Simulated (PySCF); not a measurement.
**Relaxation of singlet H4CrS**

Level of theory: PBE0/[Cr def2-TZVP, S def2-TZVP, H def2-TZVP], no relativity, density fitting, PySCF. A (50,194) grid was used.

A start displaced from a saddle point along its imaginary mode, with no symmetry imposed:

```xyz
6
charge 0 multiplicity 1, angstrom
Cr    0.2832   -0.0004    0.6212
S    -0.4539   -0.0003   -1.1632
H    -0.9053    0.1200    1.6404
H     1.9072   -0.0147    0.6112
H    -0.6426    1.0681    1.3557
H    -0.5578   -1.1429    1.2774
```

Optimiser trace:
```tsv
step	E − E(last) (kJ/mol)	largest gradient (Eh/bohr)
0	14.35	0.00531
1	13.27	0.00588
2	12.14	0.00609
3	10.95	0.00595
4	9.78	0.00552
5	5.66	0.00421
6	4.00	0.00936
7	2.64	0.00328
8	1.78	0.00290
9	1.24	0.00325
10	0.75	0.00276
11	0.34	0.00242
12	0.10	0.00093
13	0.06	0.00080
14	0.03	0.00057
15	0.02	0.00043
16	0.00	0.00030
17	0.00	0.00025
```

It ends at C1 with Cr–H 1.543 Å, Cr–H 1.593 Å, Cr–H 1.658 Å, Cr–H 1.691 Å, Cr–S 1.934 Å, H–H 0.875 Å; Cr–H–H 72.8°, Cr–H–H 76.9°, H–Cr–H 30.3°, H–Cr–H 69.3°, H–Cr–H 87.7°, H–Cr–H 99.4°, H–Cr–H 138.5°, H–Cr–H 141.0°, H–Cr–S 95.3°, H–Cr–S 106.7°, H–Cr–S 107.9°, H–Cr–S 109.5°. No frequency check is given, so it may be a saddle point. Other isomers or separated fragments may lie lower.

Stability towards spin polarisation was not tested.

The relaxation took about 2 core-minutes on a shared host.
